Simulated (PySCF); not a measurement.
**BeH: frontier orbitals**

ωB97X at R = 1.356 Å; basis Be 6-31G(d,p), H 6-31G(d,p); no relativity; PySCF 2.14. State: ²Σ⁺ (doublet), unpaired electrons σ ↑. Only the outer orbitals are listed, counted within each symmetry.

| spin | orbital | occ. | ε (eV) | on Be (%) | main shells (%) |
| --- | --- | --- | --- | --- | --- |
| α | 2σ | 1 | -12.18 | 46 | 53 H s, 36 Be s, 10 Be p |
| α | 3σ | 1 | -7.68 | 94 | 49 Be p, 44 Be s |
| α | 1π | 0 | 1.30 | 100 | 100 Be p |
| α | 1π | 0 | 1.30 | 100 | 100 Be p |
| α | 4σ | 0 | 6.22 | 98 | 70 Be p, 27 Be s |
| β | 2σ | 1 | -11.69 | 50 | 50 H s, 36 Be s, 14 Be p |
| β | 3σ | 0 | -0.53 | 94 | 53 Be s, 40 Be p |
| β | 1π | 0 | 1.50 | 100 | 100 Be p |
| β | 1π | 0 | 1.50 | 100 | 100 Be p |

Question: Which are the highest filled and the lowest empty level, where do they sit, and how wide is the gap?

Answer: Highest filled α 3σ at -7.68 eV (in %: 49 Be p, 44 Be s); lowest empty β 3σ at -0.53 eV (in %: 53 Be s, 40 Be p); the gap at ωB97X is 7.15 eV.

* bond order (Mayer): 0.98
* ⟨S²⟩: 0.751
* charge on Be (Mulliken, basis-dependent): 0.10
* charge on Be (Löwdin, basis-dependent): 0.03
* dipole moment (positive dipole means Be(−)H(+)): -0.20 D

The state was picked by a PBE0 search and need not be the measured ground state.
